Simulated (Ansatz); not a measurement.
Abridged output of a molecular run in Ansatz:

```
Functional definition: HF
1803 factors; integrals over basis functions are off by at most 1.2e-3 eV
mean field evaluation 1: about -19576.3016 eV, gradient 4.8e1 eV
mean field evaluation 2: about -19576.6017 eV, gradient 4.8e1 eV
mean field evaluation 4: about -19582.4243 eV, gradient 5.0e0 eV
mean field evaluation 8: about -19582.5516 eV, gradient 4.8e-1 eV
mean field evaluation 16: about -19582.5542 eV, gradient 2.3e-6 eV
mean field -19582.55418868 eV, -719.6455929020 hartree, gradient 2.3e-6 eV, S^2 0.000000; 2 other end points of the search recorded, 0 dependent functions left out
14 core orbitals not correlated: weight in the atoms' cores, before any rotation towards them, 1.000 or more for the frozen orbitals, at most 0.000 for the correlated occupied ones
reference -19582.55418868 eV, -719.6455929020 hartree; 16, 16 occupied and 276, 276 virtual orbitals, 1803 factors
second order -25.35653866 eV of doubles, -0.00000000 eV of singles
cycle   1  -25.75375802 eV  change   -4.0e-1 eV  update   1.2e-1
cycle   2  -26.45605825 eV  change   -7.0e-1 eV  update   3.9e-2
cycle   3  -26.62138166 eV  change   -1.7e-1 eV  update   2.2e-2
cycle   4  -26.60634384 eV  change    1.5e-2 eV  update   5.9e-3
cycle   5  -26.60414347 eV  change    2.2e-3 eV  update   3.3e-3
cycle   6  -26.60510411 eV  change   -9.6e-4 eV  update   1.2e-3
cycle   7  -26.60457950 eV  change    5.2e-4 eV  update   5.5e-4
cycle   8  -26.60444712 eV  change    1.3e-4 eV  update   2.3e-4
cycle   9  -26.60455343 eV  change   -1.1e-4 eV  update   1.0e-4
cycle  10  -26.60455911 eV  change   -5.7e-6 eV  update   4.3e-5
cycle  11  -26.60453497 eV  change    2.4e-5 eV  update   1.8e-5
perturbative correction -1.23125665 eV, -0.0452478475 hartree
Total energy: -19610.38998030 eV, -720.6685393762 hartree
```

Its atoms:

Cartesian coordinates in Å:
```
C -1.390 -1.879 -1.126
Al -0.423 -0.342 -0.433
Si 0.090 2.028 -0.492
N 1.033 1.360 0.839
C 0.885 -0.013 1.057
N 1.521 -0.592 1.997
H -0.886 -2.820 -0.890
H -2.390 -1.924 -0.681
H -1.523 -1.822 -2.210
H 0.960 2.663 -1.525
H -0.848 3.092 -0.029
H 1.668 1.834 1.473
H 1.304 -1.583 2.020
```

(1) Which basis set was used?
A. def2-QZVPP
B. def2-SVP
C. cc-pV(D+d)Z
D. def2-TZVPP

(2) Write the keys of the input that set method, charge and spin (a neutral closed shell needs none for the last two).

Results:

(1) D. It gives 306 functions.

(2) 
```yaml
correlation: {method: ccsd_t}
```
